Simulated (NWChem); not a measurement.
# Atomisation of C$_{4}$H$_{5}$Cl

```
C
H 1 1.1020
H 1 1.1020 2 109.13
C 1 1.5097 2 115.50 3 -132.10
C 4 1.3422 1 96.26 2 -115.48
H 5 1.0909 4 134.10 1 180.00
C 5 1.5212 6 133.53 4 180.00
H 7 1.1029 5 115.53 6 -64.35
H 7 1.1029 8 108.86 5 -131.91
Cl 4 1.7276 5 133.67 6 0.00
```
Charge 0, spin multiplicity 1.

Program: NWChem. Structure: optimised with B3LYP/def2-SVP, a minimum by its harmonic frequencies. It is one conformer; others weren't searched.

Basis set: def2-TZVP. The atomisation energy is electronic alone: no zero-point, thermal, spin-orbit or counterpoise terms. No value is extrapolated to the basis-set limit. Free atoms are single determinants with multiplicities Cl 2, C 3, H 2. Correlated methods freeze the same cores in atoms and molecule, 9 orbitals in all.

B3LYP has NWChem's definition, with VWN1-RPA local correlation. The structure started from a generated list of species. No SCF solution was tested for a lower state. Open-shell Hartree-Fock references start from PBE0 orbitals.

Question: For the atomisation energy, B3LYP gives 972.4 kcal/mol and BP86 gives 1013.4 kcal/mol. What do PBE0, MP2, TPSS give?

Answer: PBE0: 994.3 kcal/mol; MP2: 971.5 kcal/mol; TPSS: 988.3 kcal/mol.
